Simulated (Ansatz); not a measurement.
```yaml
crystal:
  periodic: [false, false, false]
  atoms:
    - {symbol: S, position_ang: [0.337112, 2.237015, 0.615628]}
    - {symbol: Si, position_ang: [0.068385, 0.153531, 0.476108]}
    - {symbol: O, position_ang: [1.219740, -0.672063, -0.396790]}
    - {symbol: C, position_ang: [-0.053298, -0.752930, -1.076470]}
    - {symbol: Br, position_ang: [-0.795028, -2.533809, -1.162292]}
    - {symbol: H, position_ang: [-0.238939, 2.288480, 1.828886]}
    - {symbol: H, position_ang: [-0.410327, -0.434111, 1.740313]}
    - {symbol: H, position_ang: [-0.035446, -0.343115, -2.081083]}
basis:
  gaussian: {orbitals: def2-mTZVPP, final_grid: {core_spheres: 1, valence_spheres: 1, degree: 5}}
hamiltonian: {xc: {name: r2SCAN}}
accuracy: high
```

```sh
$ ansatz run in.yaml --threads 4 --pin off --events-out ev --progress --plain --max-ram 10444MiB
```

It prints (some lines left out):

```
Functional definition: r2SCAN
2874 factors; integrals over basis functions are off by at most 1.6e-8 eV
mean field evaluation 1: about -91883.1299 eV, gradient 6.1e1 eV
mean field evaluation 2: about -91824.5940 eV, gradient 1.6e2 eV
mean field evaluation 4: about -91889.8212 eV, gradient 1.9e1 eV
mean field evaluation 8: about -91836.1157 eV, gradient 2.9e2 eV
mean field evaluation 16: about -91893.4802 eV, gradient 2.1e-1 eV
mean field evaluation 32: about -91893.4805 eV, gradient 2.0e-6 eV
mean field -91893.48045456 eV, -3377.0231190667 hartree, gradient 8.5e-8 eV, S^2 0.000000; 0 other end points of the search recorded, 0 dependent functions left out
reference -91893.48045696 eV, -3377.0231191551 hartree; 41, 41 occupied and 107, 107 virtual orbitals, 2874 factors
Total energy: -91893.48045696 eV, -3377.0231191551 hartree
```

Question: What is wrong with this run?

Answer: The integration grid is far too coarse. The calculation finished and met its thresholds. The result belongs to that input, not to the molecule as meant.
